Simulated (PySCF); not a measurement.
# One molecule, several mistakes: B3H3O

Calculated results; nothing here was measured. The program is PySCF 2.14.0, an open-source quantum chemistry code, run on an isolated molecule that a program drew, which may never have been made. The molecule is B3H3O (charge 0, singlet), drawn as the SMILES string `BBB=O`.

Each row is a Hartree-Fock (HF) and frozen-core CCSD(T) single point in the cc-pVDZ basis, meant for a local HF minimum. Run 1 is clean. Each other run has one planted mistake out of seven kinds, and not every kind appears here: one electron removed, one electron added, multiplicity raised by two, geometry at a saddle point, minimal basis STO-3G, one bond length entered in bohr, all coordinates scaled. The reference is restricted for singlets and unrestricted otherwise, and also for a bond in bohr. Adding or removing an electron swaps singlet and doublet. Electrons count all cores. HOMO and LUMO are orbital energies over both spins, the gradient is its largest component, and the lowest frequency (negative if imaginary) is given only where the gradient is small. Bond lengths are over the 6 bonds as drawn. T1 is the CCSD diagnostic: over 0.02 (restricted) or 0.045 (unrestricted) a single reference is doubtful.

Geometry of the clean run:
```xyz
7
B3H3O, angstrom
B    -0.4463    1.3684   -0.5366
B    -0.9697   -0.2238   -0.4860
B    -0.7636   -1.2282    0.8697
O    -0.6098   -1.9144    1.8272
H     0.6535    1.6483   -0.9300
H    -1.1638    2.2688   -0.1944
H    -1.5196   -0.7057   -1.4375
```

| run | electrons | basis functions | <S^2> | HOMO (eV) | LUMO (eV) | gradient (hartree/bohr) | lowest frequency (cm^-1) | mean bond (Å) | longest bond (Å) | T1 | HF (hartree) | CCSD(T) (hartree) | mistake |
|---|---|---|---|---|---|---|---|---|---|---|---|---|---|
| 1 | 26 | 71 | 0.000 | -12.46 | 0.63 | 4.4e-05 | 149 | 1.3611 | 1.700 | 0.0194 | -150.67296 | -151.13579 | no fault |
| 2 | 26 | 23 | 0.000 | -10.48 | 5.19 | 2.3e-02 | - | 1.3611 | 1.700 | 0.0200 | -148.70549 | -148.92498 | minimal basis STO-3G |
| 3 | 26 | 71 | 2.018 | -8.44 | -2.34 | 9.7e-02 | - | 1.3611 | 1.700 | 0.0267 | -150.53539 | -150.99224 | multiplicity raised by two |
| 4 | 26 | 71 | 0.000 | -12.17 | 0.28 | 1.3e-01 | - | 1.4918 | 1.863 | 0.0238 | -150.62209 | -151.10171 | all coordinates scaled |
| 5 | 27 | 71 | 0.760 | -1.12 | 6.90 | 5.5e-02 | - | 1.3611 | 1.700 | 0.0178 | -150.68041 | -151.15773 | ? |

**Which mistake was planted in run 5, and what did it cost?**

It counts 27 electrons, one more than the clean run, at the same geometry and basis. So the mistake is: one electron added. Subtracting run 1 and multiplying by 627.51 kcal/mol a hartree, the energy moved by -4.7 kcal/mol in HF and -13.8 kcal/mol in CCSD(T).

Cautions from the logs. Run 4: T1 is over the limit, so its CCSD(T) energy is less reliable.
